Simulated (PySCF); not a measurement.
CHCl₂FOSi, SMILES Cl[Si](Cl)(C=O)F. Atoms are numbered in the order given.

```xyz
7

O     -2.2838    -0.9907    -0.7690
C     -1.8501    -0.0684    -0.1236
Si     0.0166     0.0819     0.3071
F      0.1756     0.1862     1.9101
Cl     1.0392    -1.5410    -0.3682
Cl     0.7305     1.8207    -0.5044
H     -2.5272     0.7597     0.2384
```

The structure is a stationary point at r2SCAN-D4/def2-SVP. The structure was generated by enumeration, and PubChem lists no compound with its InChIKey, so it may never have been made. One conformer was computed; it need not be the lowest.

The numbers are results of PySCF with TDA-PBE/def2-SVPD, not measurements.

Vertical excitations. The molecule is in vacuum.

Computed UV-visible absorptions:
```json
[
 {"state": "S1", "energy (eV)": "3.14", "λ (nm)": "395", "f": "0.003", "main pairs": "HOMO→LUMO 100 %"},
 {"state": "S2", "energy (eV)": "4.81", "λ (nm)": "258", "f": "0.003", "main pairs": "HOMO−1→LUMO 99 %"},
 {"state": "S3", "energy (eV)": "5.03", "λ (nm)": "247", "f": "0.003", "main pairs": "HOMO−2→LUMO 97 %"},
 {"state": "S4", "energy (eV)": "5.32", "λ (nm)": "233", "f": "0.017", "main pairs": "HOMO→LUMO+1 62 %, HOMO−3→LUMO 36 %"},
 {"state": "S5", "energy (eV)": "5.52", "λ (nm)": "225", "f": "0.079", "main pairs": "HOMO−3→LUMO 55 %, HOMO→LUMO+1 33 %"},
 {"state": "S6", "energy (eV)": "5.54", "λ (nm)": "224", "f": "0.005", "main pairs": "HOMO−4→LUMO 94 %"},
 {"state": "S7", "energy (eV)": "6.00", "λ (nm)": "206", "f": "0.009", "main pairs": "HOMO→LUMO+2 98 %"},
 {"state": "S8", "energy (eV)": "6.55", "λ (nm)": "189", "f": "0.016", "main pairs": "HOMO→LUMO+3 95 %"},
 {"state": "S9", "energy (eV)": "6.71", "λ (nm)": "185", "f": "0.007", "main pairs": "HOMO−5→LUMO 89 %"},
 {"state": "S10", "energy (eV)": "6.81", "λ (nm)": "182", "f": "0.027", "main pairs": "HOMO→LUMO+4 90 %"},
 {"state": "T1", "energy (eV)": "2.39", "λ (nm)": "520", "f": "0", "main pairs": "HOMO→LUMO 100 %"},
 {"state": "T2", "energy (eV)": "4.74", "λ (nm)": "262", "f": "0", "main pairs": "HOMO−1→LUMO 100 %"},
 {"state": "T3", "energy (eV)": "4.95", "λ (nm)": "250", "f": "0", "main pairs": "HOMO−2→LUMO 99 %"},
 {"state": "T4", "energy (eV)": "5.08", "λ (nm)": "244", "f": "0", "main pairs": "HOMO→LUMO+1 99 %"}
]
```
Triplets are in the Tamm–Dancoff approximation.
